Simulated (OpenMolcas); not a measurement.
Tc4+: ligand-field states by method

Tc4+ with 4 ligands (chloride) in tetrahedral coordination (Td) at 2.37 Å. Ligand basis ANO-RCC-VDZP.
```
Tc    0.0000    0.0000    0.0000
Cl    1.3683    1.3683    1.3683
Cl    1.3683   -1.3683   -1.3683
Cl   -1.3683    1.3683   -1.3683
Cl   -1.3683   -1.3683    1.3683
```

- Program: OpenMolcas
- Basis: ANO-RCC-VTZP [7s6p4d2f1g]
- Scalar Hamiltonian: DKH2, point nucleus
- Active space: 3 electrons in 5 orbitals (4d)
- State averaging: 2S+1 = 4 even, 10 roots; 2S+1 = 2 even, 40 roots
- Spin-orbit coupling: state interaction with AMFI integrals over the reference wave functions

I. CASSCF
II. SS-CASPT2, IPEA 0.25 Eh, imaginary shift 0.1 Eh (closed shells correlated: 4s 4p and the ligand valence shells)
III. SS-CASPT2, IPEA 0.5 Eh, imaginary shift 0.1 Eh (closed shells correlated: 4s 4p and the ligand valence shells)

Spin-free states (labels of Td) in cm-1, each column counted from its own energy of the first state listed:

| State | Degeneracy | I | II | III |
| --- | --- | --- | --- | --- |
| 4T1 | 3 | 0 | 0 | 0 |
| 2E | 2 | 4032 | -770 | -3660 |
| 4T2 | 3 | 9599 | 11870 | 12220 |
| 2S+1 = 2 | 3 | 10809 | 5700 | 6070 |
| 2S+1 = 2 | 3 | 12389 | 7500 | 7200 |

II puts a state of multiplicity 2 lowest, 770 cm-1 below that state. III puts a state of multiplicity 2 lowest, 3700 cm-1 below that state.

From I to II, I's first state of the same spin (4T2) moves from 9599 to 11870 cm-1, by about +2300 cm-1.

From I to II, I's first state of another spin (2E) moves from 4032 to -770 cm-1, by about -4800 cm-1.

χT at 300 K: I 1.03, II 0.56, III 0.39 cm3 K/mol.

Roots that are degenerate in the reference are averaged as groups; the widest CASPT2 spread within a group is 750 cm-1 (the 3-fold group of multiplicity 2 near 8270 cm-1 above the lowest state of its run, II). Shifts and gaps below about the spread of the groups concerned are not significant. Over all roots computed the reference weight is 0.65 to 0.68 in II, 0.67 to 0.70 in III; a low but even weight reflects the number of correlated electrons. The least metal-like active orbital is 71 % on the metal (Löwdin) and no ligand orbital is active, so the numbers are rough. Ligand-to-metal charge-transfer states are missing. With no ligand orbital active B as a rule stays too high, so bands that hang on it stand too high and its fall with covalency is understated. An orbital triplet at a regular site is open to Jahn-Teller coupling, which can distort the site and quench the lowest spin-orbit gaps and is left out (holds for I). Without dynamic correlation the repulsion within the d shell is too large (B by tens of per cent), so at a given field states of lower spin stand too high (holds for I). This shell can be high or low spin here, a state of another spin lies low, and with metal d orbitals alone active their balance is uncertain, so the ground spin may be wrong (holds for I). With metal d orbitals alone the field can be off either way by tens of per cent (holds for I). Spin-orbit coupling mixes the spin-free states strongly: the lowest level takes only 59 % from its leading state, 2E (holds for II). An orbital doublet at a regular site is open to a Jahn-Teller distortion, which this geometry leaves out (holds for II; III). This shell can be high or low spin here, a state of another spin lies low, and with metal d orbitals alone active their balance is uncertain, so the ground spin may be wrong, although the usual error favours high spin (holds for II; III). These CASPT2 states fit no ligand-field parameters well, so their order and spin gaps are uncertain (holds for II; III). With one d shell and no ligand orbital active, 10Dq can be off by a tenth or more (holds for II; III). The distance lies 4 % over the 2.27 Å that this model takes as the normal distance (a Shannon-type radius plus a fixed donor radius); by an R⁻⁵ law this alone changes a d-shell field by about -19 %. No measured value stands beside these numbers; the geometry is a model, was not optimised and need not be the one that this ion takes.

A state without a sure symmetry label is named by its multiplicity alone.
